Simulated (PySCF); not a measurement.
## Shifts of the heteroatoms

Geometry:
```csv
atom,x (Å),y (Å),z (Å)
C1,-2.399,1.663,1.021
C2,-1.728,0.523,1.018
F3,-2.197,-0.505,1.779
Si4,-0.147,0.042,0.089
O5,0.105,1.537,-0.697
C6,1.143,1.702,-1.465
O7,1.979,0.871,-1.678
Si8,0.102,-1.974,-1.117
O9,1.308,-2.295,-0.023
Si10,1.666,-1.105,1.079
H11,-2.047,2.485,0.429
H12,-3.297,1.801,1.600
H13,1.166,2.714,-1.907
H14,-0.891,-3.032,-0.946
H15,0.698,-2.003,-2.448
H16,1.481,-1.709,2.397
H17,3.049,-0.702,0.857
```

PySCF calculation with coordinates at the GFN2-xTB level and shieldings: GIAO PBE0/pcSseg-1; non-relativistic Hamiltonian, one averaged value for each set of equivalent atoms, no solvent model, one conformer.

**Question.** Where does 19F resonate?

**Answer.** 
```json
{"atoms": "F3", "environment": "vinylic fluorine", "σ (ppm)": "275.7", "δ (ppm)": "-102.8"}
```

Shieldings were converted by a linear fit to measured shifts: 19F (scatter 6.0 ppm rms, 7.0 ppm with the 5 outliers that the fit left out vs CFCl3, solution or neat liquid, with a term for F on sp3 carbon). Occasional misses reach two or three times the rms, and more in compound classes unlike the fitted ones.

On a 500 MHz spectrometer 19F resonates near 470.5 MHz, so 1 ppm is 470.5 Hz.

**Question.** What are the 29Si shifts?

**Answer.** 
| atoms | environment | σ (ppm) | δ (ppm) |
| --- | --- | --- | --- |
| Si4 | silicon bonded to C, O, 2 Si, in a 4-membered ring | 311.8 | 23.7 |
| Si8/Si10 | silicon bonded to O, Si, 2 H, in a 4-membered ring | 341.1 | -0.4 |

Shieldings were converted by a linear fit to measured shifts: 29Si (scatter 8.9 ppm rms, 25.8 ppm with the 6 outliers that the fit left out vs TMS, solution or neat liquid). A few per cent of atoms miss by over 2 rms, more outside the fitted compound classes.

On a 300 MHz spectrometer 29Si resonates near 59.6 MHz, so 1 ppm is 59.6 Hz.

**Question.** What are the 17O shifts?

**Answer.** 
```csv
atoms,environment,σ (ppm),δ (ppm)
O7,carbonyl oxygen,-132.0,387.0
O5,"oxygen bonded to C, Si",119.4,157.9
O9,"oxygen bonded to 2 Si, in a 4-membered ring",283.9,8.1
```

Shieldings were converted by a linear fit to measured shifts: 17O (scatter 10.7 ppm rms, 12.2 ppm with the 3 outliers that the fit left out vs liquid water, solution or neat liquid). Occasional misses reach two or three times the rms, and more in compound classes unlike the fitted ones.

On a 500 MHz spectrometer 17O resonates near 67.8 MHz, so 1 ppm is 67.8 Hz.
